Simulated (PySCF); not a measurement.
**Which functional comes closest?**

Molecule: `N#Cc1ccncc1`, C6H4N2.

Atoms are numbered as in `[N:1]#[C:2][c:3]1[cH:4][cH:5][n:6][cH:7][cH:8]1`; H(Xn) means a hydrogen on atom n.

Geometry PBE0-D3(BJ)/def2-SVP throughout; GIAO in PySCF 2.14, gas phase, one conformer, non-relativistic; equivalent atoms averaged; basis pcSseg-1.

Reference values (estimated from measurements, as parent shift plus tabulated substituent increments; solution, not stated per compound (mostly CDCl3 or CCl4); Pretsch, Buehlmann, Badertscher, Structure Determination of Organic Compounds, 4th ed. (2009)): δ(C5/C7) = 151.9 ppm, δ(C4/C8) = 125.8 ppm, δ(C3) = 120.0 ppm, δ(H(C5)/H(C7)) = 8.83 ppm, δ(H(C4)/H(C8)) = 7.57 ppm. Computed shifts are taken against TMS, calculated as an isolated molecule at each level.

Q: How do the functionals HF, PBE, BLYP, KT2, PBE0, mPW1PW91, WP04, B97-2, BHandHLYP perform against the reference? Times are CPU seconds on shared hosts with different chips, so compare them loosely; the GGAs took longer than the global hybrids here, which isn't the general rule, and the cause wasn't traced.

A: 
| functional | kind | C5/C7 | C4/C8 | C3 | H(C5)/H(C7) | H(C4)/H(C8) | mean abs. error C | mean abs. error H | core-s |
| --- | --- | --- | --- | --- | --- | --- | --- | --- | --- |
| HF | Hartree–Fock | 159.2 | 132.2 | 131.4 | 9.03 | 7.59 | 8.4 | 0.11 | 9.5 |
| PBE | GGA | 154.2 | 128.6 | 121.6 | 8.91 | 7.21 | 2.2 | 0.22 | 24 |
| BLYP | GGA | 154.8 | 129.4 | 122.5 | 8.78 | 7.09 | 3.0 | 0.27 | 26 |
| KT2 | GGA | 144.9 | 120.8 | 114.3 | 8.62 | 7.02 | 5.9 | 0.38 | 26 |
| PBE0 | global hybrid | 156.6 | 131.3 | 125.3 | 8.98 | 7.42 | 5.2 | 0.15 | 19 |
| mPW1PW91 | global hybrid | 156.6 | 131.3 | 125.3 | 8.96 | 7.40 | 5.2 | 0.15 | 14 |
| WP04 | global hybrid | 156.5 | 131.3 | 125.5 | 8.67 | 7.15 | 5.2 | 0.29 | 23 |
| B97-2 | global hybrid | 153.2 | 128.2 | 122.4 | 8.90 | 7.34 | 2.0 | 0.15 | 16 |
| BHandHLYP | global hybrid | 159.1 | 133.7 | 129.1 | 8.91 | 7.45 | 8.1 | 0.10 | 19 |

For ¹³C the closest is B97-2 (2.0 ppm, with PBE practically level) and the furthest HF (8.4 ppm).

For ¹H the closest is BHandHLYP (0.10 ppm, with HF practically level) and the furthest KT2 (0.38 ppm). One molecule is a small sample, and vibrational and solvent effects are absent from the calculation.
